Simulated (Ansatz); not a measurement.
The cluster HfS₂⁻. The state is a doublet with charge -1. Geometry PBE0-D4/def2-TZVP, that of the neutral singlet; atoms count from 1.

```
atom   x (Å)   y (Å)   z (Å)
 Hf1  -0.696  -0.356  -0.309
  S2   0.156  -0.778   1.690
  S3   0.540   1.134  -1.381
```

In the def2 sets Hf takes a core potential; there is no spin–orbit coupling. The structure comes from a short search, and lower isomers may exist.

Estimate the Mulliken populations from the PBE0/def2-TZVPD orbitals of Ansatz.


```csv
atom,charge (e),spin (α − β),d electrons
Hf1,0.23,1.15,2.18
S2,-0.62,-0.07,–
S3,-0.62,-0.07,–
```
Mulliken values depend strongly on the basis. With diffuse functions, as here, like atoms can get unlike values, and bond orders can come out too low or too high.

Where does the spin sit?

Summed by element: Hf 1.15, S -0.15, of 1 unpaired in all. Largest on single atoms: Hf1 1.15, S2 -0.07, S3 -0.07.

And the Mayer bond orders between heavy atoms (over 0.3)?

Hf1–S2 1.90 (2.21 Å); Hf1–S3 1.90 (2.21 Å).
